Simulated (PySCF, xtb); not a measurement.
C5H6O2, SMILES C#C[C@H](C)C(=O)O.

GFN2-xTB run with xtb at its own geometry gives an orbital gap of 4.58 eV and a dipole moment of 1.69 D.

Coordinates come from a B3LYP-D3(BJ)/def2-SVP optimisation. The values are those of a single conformer.

Q: What does PBE/def2-TZVP (PySCF) give? (Estimate from the structure and the level; the computed values follow.)

A: gap 5.09 eV (levels -6.38 and -1.29 eV), dipole 1.17 D.
